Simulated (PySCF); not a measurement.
ClH6SbSi2. Atoms are numbered in the order given.

```xyz
10

Sb    -0.7365     0.1203     0.0000
Cl     0.8877     1.9349     0.0000
Si     0.6176    -1.1074     1.8574
H      0.4933    -0.3225     3.1175
H      0.0466    -2.4720     2.0685
H      2.0488    -1.2161     1.4627
Si     0.6176    -1.1074    -1.8574
H      0.4933    -0.3225    -3.1175
H      2.0488    -1.2161    -1.4627
H      0.0466    -2.4720    -2.0685
```
Charge 0, spin multiplicity 1.

The structure is a stationary point at B3LYP-D3(BJ)/def2-SVP. The structure was generated by enumeration; whether it is a known compound was not checked. The def2 effective core potentials stand for the cores of Sb; spin–orbit coupling is left out.

These are ωB97X/def2-TZVP run with PySCF values and carry that method's errors.

ESP charges are fitted to the potential on shells at 1.4 to 2.0 van der Waals radii. Atomic charges (e):

```csv
atom,ESP fit,Mulliken,Löwdin
Sb1,0.13,0.38,0.16
Cl2,-0.24,-0.37,-0.10
Si3,0.17,0.03,0.07
H4,-0.03,-0.01,-0.03
H5,-0.04,-0.02,-0.04
H6,-0.04,-0.01,-0.03
Si7,0.17,0.03,0.07
H8,-0.03,-0.01,-0.03
H9,-0.04,-0.01,-0.03
H10,-0.04,-0.02,-0.04
```
